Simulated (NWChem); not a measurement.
System: ZnHBr; SMILES [Br][ZnH]

Program: NWChem. All runs use the structure optimised with PBE-D3(BJ)/def2-SVP.

**Question.** Predict the results for B3LYP/3-21G. Quantities: highest occupied level (eV); orbital gap (eV); dipole (D).

**Answer.** The highest occupied level (eV) comes out as -7.77, the orbital gap (eV) comes out as 6.94 and the dipole (D) comes out as 1.46.
